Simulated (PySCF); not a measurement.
PySCF job for Al(F)(GeH3)(H) (AlFGeH4), SMILES [F][AlH][GeH3], HF/pcSseg-1. The structure is a stationary point at B3LYP-D3(BJ)/def2-SVP.

```python
import numpy as np
from pyscf import gto, scf, dft
from pyscf.prop.nmr import rhf as nmr

mol = gto.M(
    atom='''
    Al   -0.06907573    0.17593358   -1.38481930
    F     1.22543114    1.10105486   -1.89920153
    Ge   -0.25386602   -0.32883591    1.02734190
    H    -0.15481559   -1.85233858    1.28147000
    H     0.83794185    0.35584065    1.87672239
    H    -1.62773034    0.11631836    1.58330571
    H    -1.06257881   -0.29370163   -2.52097419
    ''',
    basis='pcSseg-1',
    charge=0,
    spin=0,
    max_memory=1600,
    verbose=3,
)
mf = scf.RHF(mol)
mf.conv_tol = 1e-10
mf.max_cycle = 100
mf.kernel()
n = nmr.NMR(mf)
n.verbose = 2
n.max_cycle_cphf = 60
sigma = n.kernel()
print('atom   isotropic/ppm   span/ppm')
for i, s in enumerate(sigma):
    w = np.linalg.eigvalsh((s + s.T) / 2)
    print(f'{mol.atom_symbol(i):2s}{i + 1:3d} {w.mean():14.3f} {w[2] - w[0]:11.3f}')
```

Output:

```
converged SCF energy = -2418.84791484664
atom   isotropic/ppm   span/ppm
Al  1        390.091     268.825
F   2        342.111     181.062
Ge  3       1851.225      82.514
H   4         28.607      16.743
H   5         28.595      17.292
H   6         28.611      16.787
H   7         26.835       9.578
```

Self-consistency was reached.

Cost: around 5 core-seconds (rough).
